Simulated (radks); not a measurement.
Results of a calculation; reference values are marked as such.
Excited configurations of the selenium ion Se2+: one electron is placed in a higher orbital outside [Ar] 3d10 4s2 4p1. The ground configuration is [Ar] 3d10 4s2 4p2. Level of theory: scalar-relativistic Kohn-Sham, r2SCAN, spin-unpolarised, spherical densities, finite nucleus; meta-GGA in the generalised Kohn-Sham scheme; Fermi nuclear charge, rms radius 4.14 fm (a radial shooting solver on a logarithmic mesh with Libxc functionals). Excitation = E - E(ground); binding = E(ion) - E, where the ion is the core of charge +3; n* = 3/sqrt(2 binding) in atomic units, and the quantum defect is n - n*.

\begin{tabular}{lrrrr}
outer orbital & excitation (eV) & binding (eV) & n* & quantum defect \\ \hline
4f & 23.357 & 7.593 & 4.016 & -0.016 \\
5d & 22.685 & 8.266 & 3.849 & 1.151 \\
6s & 22.537 & 8.414 & 3.815 & 2.185 \\
6p & 23.864 & 7.087 & 4.157 & 1.843 \\
6f & 27.438 & 3.512 & 5.905 & 0.095 \\
7s & 25.637 & 5.314 & 4.801 & 2.199 \\
7p & 26.338 & 4.612 & 5.153 & 1.847 \\
7d & 27.343 & 3.607 & 5.826 & 1.174 \\
7f & 28.356 & 2.594 & 6.871 & 0.129 \\
\end{tabular}

The Delta-SCF ionisation energy is 30.950 eV (NIST Atomic Spectra Database: 31.70 eV, measured). Self-interaction in the functional shifts the binding energies and quantum defects, so they are the method's values and not measured ones. Spin polarisation and multiplet splitting are left out, so open shells lie too high by an amount that depends on their filling.

Beside tabulated values, note that spin-unpolarised runs miss the spin-polarisation part of the exchange energy of open shells.
